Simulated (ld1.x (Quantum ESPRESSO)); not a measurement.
## Scattering properties, TM potential for V

V, norm-conserving Troullier–Martins (Kleinman–Bylander form), made with ld1.x (Quantum ESPRESSO) 7.5 (LDA (PZ), scalar-relativistic). Core [Ar], reference 3d3 4s1.75 4p0.25. Waves: 4s (bound): rc 2.25 bohr; 4p (bound): rc 3.45 bohr; 3d (bound): rc 1.05 bohr. Local part: the d channel. Core correction: a·sin(br)/r model core, default radius (core density twice the valence density).

The phase is arctan(r·u′/u) with u = r·R(r), unwrapped; energies in Ry, scanned from -2 to 5 Ry. A pole is an energy at which the radial function vanishes at the test radius. The pseudo phase is shifted by a multiple of π to meet the all-electron one at the reference energy, and phase errors are pseudo minus all-electron; the curves can meet again beyond the range given. Levels narrower than the energy grid can be missing from the lists of poles.

**Question.** For each channel, where are the poles, and over which energies does the pseudopotential scatter like the atom?

**Answer.**

| channel | radius (bohr) | reference energy (Ry) | poles, all-electron | poles, pseudo | unbroken range about the reference energy with phases within 0.05 rad | phase error 1 Ry above the reference energy (rad) |
| --- | --- | --- | --- | --- | --- | --- |
| s | 3.75 | -0.37 | 0.17, 3.81 | 0.14, 0.86, 4.33 | below 0.4 | -0.336 |
| p | 3.75 | -0.13 | 0.75, 4.46 | 0.71, 3.08 | below 1.3 | -0.018 |
| d | 3.75 | -0.42 | -0.38, 1.81 | -0.38, 1.82 | below 3.3 | +0.004 |

Note: ghost states, extra bound levels that the all-electron valence spectrum of the same l lacks: s at -342.4 eV, p at -146.0 eV. A true bound ghost makes a file unfit for plane-wave use.

Phases in the p channel:

| E (Ry) | all-electron | pseudo |
| --- | --- | --- |
| -2.00 | 1.364 | 1.363 |
| -1.52 | 1.325 | 1.325 |
| -1.04 | 1.253 | 1.252 |
| -0.56 | 1.054 | 1.052 |
| -0.08 | -0.349 | -0.349 |
| 0.40 | -1.420 | -1.427 |
| 0.88 | -1.608 | -1.627 |
| 1.36 | -1.728 | -1.797 |
| 1.84 | -1.923 | -2.652 |
| 2.32 | -2.913 | -4.461 |
| 2.80 | -4.328 | -4.658 |
| 3.28 | -4.557 | -4.746 |
| 3.76 | -4.643 | -4.832 |
| 4.24 | -4.694 | -5.002 |
| 4.72 | -4.733 | -6.191 |
